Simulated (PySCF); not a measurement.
PySCF input (BP86/6-31G* with LANL2DZ past Ar (5d)):

```python
from pyscf import gto, dft

mol = gto.M(
    atom='''
    C     0.58105700   -1.38511600   -1.32231200
    Ge    0.02900700   -0.07944700   -0.09458200
    C    -1.85865600    0.65945300    0.06860500
    C     1.13984100    1.57706500   -0.18521600
    N     0.24260400   -0.70733200    1.70706400
    H     0.86487400   -0.96896800   -2.29396200
    H    -0.13031800   -2.20747400   -1.44897200
    H    -2.57357100   -0.16336500    0.15820700
    H    -2.11225400    1.22864200   -0.82953800
    H    -1.96803700    1.31555100    0.93924300
    H     2.19626400    1.30652600   -0.22809200
    H     0.97010300    2.19170000    0.70168200
    H     0.89474400    2.16470100   -1.07408200
    H     0.71723100   -1.60334800    1.64472600
    H    -0.65893800   -0.87874600    2.14150200
    ''',
    basis={'default': '6-31g*', 'Ge': 'lanl2dz'},
    ecp={'Ge': 'lanl2dz'},
    charge=-1,
    spin=0,
    verbose=4,
)

mf = dft.RKS(mol, xc='bp86')
mf.grids.level = 3
mf.conv_tol = 1e-9
mf.max_cycle = 100
mf.max_memory = 1500
mf.kernel()
if not mf.converged:
    mf = mf.newton()
    mf.kernel(mf.make_rdm1())
mf.dip_moment()
```

From the output:

```
  HOMO = 0.187351257622909  LUMO = 0.248057929104865  gap/eV = 1.65191
cycle= 2 E= -177.465378049138  delta_E= 0.874  |g|= 1.95  |ddm|= 6.15
  HOMO = 0.0229781364688471  LUMO = 0.213864722835018  gap/eV = 5.19429
cycle= 3 E= -178.770802530495  delta_E= -1.31  |g|= 0.438  |ddm|= 5.47
  HOMO = 0.0811490610248029  LUMO = 0.212320510267409  gap/eV = 3.56936
cycle= 4 E= -178.829207906721  delta_E= -0.0584  |g|= 0.145  |ddm|= 0.843
  HOMO = 0.0837319679623061  LUMO = 0.215365406578375  gap/eV = 3.58193
cycle= 5 E= -178.833923506808  delta_E= -0.00472  |g|= 0.0505  |ddm|= 0.166
  HOMO = 0.0834293992951753  LUMO = 0.213710495044822  gap/eV = 3.54513
cycle= 6 E= -178.834486719116  delta_E= -0.000563  |g|= 0.02  |ddm|= 0.0827
  HOMO = 0.0809858032259481  LUMO = 0.213905189297195  gap/eV = 3.61692
cycle= 7 E= -178.834599513366  delta_E= -0.000113  |g|= 0.00355  |ddm|= 0.0352
  HOMO = 0.0811295778549201  LUMO = 0.214063962676043  gap/eV = 3.61733
cycle= 8 E= -178.83460315255  delta_E= -3.64e-06  |g|= 0.000825  |ddm|= 0.0071
  HOMO = 0.0811411020849473  LUMO = 0.21400389840576  gap/eV = 3.61538
cycle= 9 E= -178.834603420263  delta_E= -2.68e-07  |g|= 0.000259  |ddm|= 0.00213
  HOMO = 0.0811517662137415  LUMO = 0.214006253409995  gap/eV = 3.61515
cycle= 10 E= -178.834603436055  delta_E= -1.58e-08  |g|= 0.000102  |ddm|= 0.000385
  HOMO = 0.0811509885946347  LUMO = 0.214005586496866  gap/eV = 3.61516
cycle= 11 E= -178.834603438971  delta_E= -2.92e-09  |g|= 7.74e-06  |ddm|= 0.000128
  HOMO = 0.0811502085743108  LUMO = 0.214005131501025  gap/eV = 3.61517
cycle= 12 E= -178.83460343899  delta_E= -1.82e-11  |g|= 2.14e-06  |ddm|= 1.54e-05
  HOMO = 0.0811500648394539  LUMO = 0.21400522296295  gap/eV = 3.61517
Extra cycle  E= -178.834603438989  delta_E= 5.68e-14  |g|= 2.3e-06  |ddm|= 8.31e-06
converged SCF energy = -178.834603438989

WARN: System has nonzero charge -1; the dipole moment is origin-dependent.
Location of origin: [0. 0. 0.]

Dipole moment(X, Y, Z, Debye): -2.31626,  2.10036,  1.40055
```

The dipole moment of an ion depends on the origin.

The geometry given is a B3LYP-D3(BJ)/def2-TZVP minimum.
